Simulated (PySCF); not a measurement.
Rigid-rotor lines calculated for a species of formula C3H6BFTe (commonest isotopes; PBE0-D3(BJ)/def2-SVP geometry optimisation, gas phase, def2 core potentials past Kr in PySCF), labelled J(Ka,Kc):

```csv
transition,MHz
"1(1,1) ← 0(0,0)",5108.8
"2(1,1) ← 1(1,0)",5151.9
"2(1,2) ← 1(1,1)",4608.0
"2(0,2) ← 1(0,1)",4860.2
"1(0,1) ← 0(0,0)",2440.0
```

Problem. Find the rotational constants.

Solution. 1(0,1) ← 0(0,0) is B + C, 2(1,1) ← 1(1,0) is 3B + C and 2(1,2) ← 1(1,1) is B + 3C, so B − C is half the difference of the last two, 271.9 MHz. 1(1,1) ← 0(0,0) is A + C. A = 4024.8, B = 1356.0, C = 1084.0 MHz.

Problem. What moments of inertia, asymmetry and inertial defect follow?

Solution. I = 505379 MHz·u·Å² over each constant: Ia = 125.57, Ib = 372.71, Ic = 466.21 u·Å²; κ = (2B − A − C)/(A − C) = -0.815 (asymmetric top); Δ = Ic − Ia − Ib = -32.06 u·Å².

Problem. Which dipole components do these lines need?

Solution. μa and μb (a-type: ΔKa even, ΔKc odd; b-type: both odd). The calculation gives |μa| = 0.28 D, |μb| = 1.50 D, |μc| = 1.20 D.

Problem. Predict further lines from these constants: 3(1,2) ← 2(0,2); 2(1,1) ← 2(1,2); 3(1,3) ← 2(1,2); 3(2,1) ← 2(1,2); 1(1,0) ← 1(0,1); 3(2,2) ← 2(2,1); 3(2,2) ← 2(1,1).

Solution. 
```json
{"transition": "2(1,1) ← 2(1,2)", "MHz": "816", "type": "a", "branch": "Q"}
{"transition": "1(1,0) ← 1(0,1)", "MHz": "2941", "type": "b", "branch": "Q"}
{"transition": "3(1,3) ← 2(1,2)", "MHz": "6900", "type": "a", "branch": "R"}
{"transition": "3(2,2) ← 2(2,1)", "MHz": "7320", "type": "a", "branch": "R"}
{"transition": "3(1,2) ← 2(0,2)", "MHz": "10948", "type": "c", "branch": "R"}
{"transition": "3(2,2) ← 2(1,1)", "MHz": "15326", "type": "b", "branch": "R"}
{"transition": "3(2,1) ← 2(1,2)", "MHz": "16240", "type": "b", "branch": "R"}
```

Problem. Which structure gave them?

Solution. `[C@H]1(B)[C@H]([Te]C1)F`, point group C1. Three constants can't fix a structure by themselves; this is the one that was computed:
```
atom  x, y, z in Å
B1     1.220   -0.855   -0.666
C2     0.138   -0.194    0.243
C3    -1.350   -0.520    0.017
Te4   -1.982    1.486    0.608
C5     0.195    1.332    0.385
F6     0.672    1.948   -0.734
H7     0.983   -1.899   -1.230
H8     2.329   -0.383   -0.733
H9     0.448   -0.619    1.226
H10   -1.757   -1.313    0.659
H11   -1.616   -0.717   -1.029
H12    0.759    1.712    1.249
```

The values belong to one conformer (point group C1) with, in the numbering `[BH2:1][C@@H:2]1[CH2:3][Te:4][C@@H:5]1[F:6]`, H–B1–C2–C3 -24° and 162°, B1–C2–C3–Te4 -147°, C2–C3–Te4–C5 9°, C3–Te4–C5–F6 107°, B1–C2–C5–Te4 148°. Whether it is a minimum is left open (no frequencies). Zero-point vibration and centrifugal distortion are left out. Quadrupole hyperfine structure (11B) is left out.

The run took 54 s wall on Arm Neoverse V1, one thread, no GPU, on a shared host, and the process peaked at 0.51 GiB of memory. That covers the optimisation of the geometry.
